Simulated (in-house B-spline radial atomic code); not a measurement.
RPA and G0W0 for Ga3+, [Ar] 3d10, as one setting changes: the radius of a hard wall (bohr). Start: PBE. A dash marks a level of low quasi-particle weight. Computed with an all-electron radial atomic-structure program (B-spline basis): all electrons, non-relativistic, point nucleus, each spin shell either full or empty, empty states to l = 9 with an (l + 1/2)⁻⁴ tail; G0W0 by contour deformation at full frequency.

| radius of a hard wall (bohr) | mean-field level (eV) | G0W0 level (eV) | RPA correlation (Eh) |
| --- | --- | --- | --- |
| 2 | -41.85 | 3d -55.80 | -2.0933 |
| 2.5 | -49.62 | 3d -62.07 | -2.1213 |
| 3 | -51.92 | 3d -63.59 | -2.1309 |
| 3.5 | -52.60 | 3d -63.89 | -2.1337 |
| 4 | ? | ? | ? |
| 5 | -52.85 | 3d -63.90 | -2.1341 |
| 6 | -52.85 | 3d -63.89 | -2.1338 |
| 8 | ? | ? | ? |
| 12 | -52.85 | 3d -63.89 | -2.1332 |

(1) What belongs in the row for 4?

(2) What belongs in the row for 8?

Answers

(1) mean-field level (eV): -52.79; G0W0 level (eV): 3d -63.92; RPA correlation (Eh): -2.1343.

(2) mean-field level (eV): -52.85; G0W0 level (eV): 3d -63.89; RPA correlation (Eh): -2.1335.
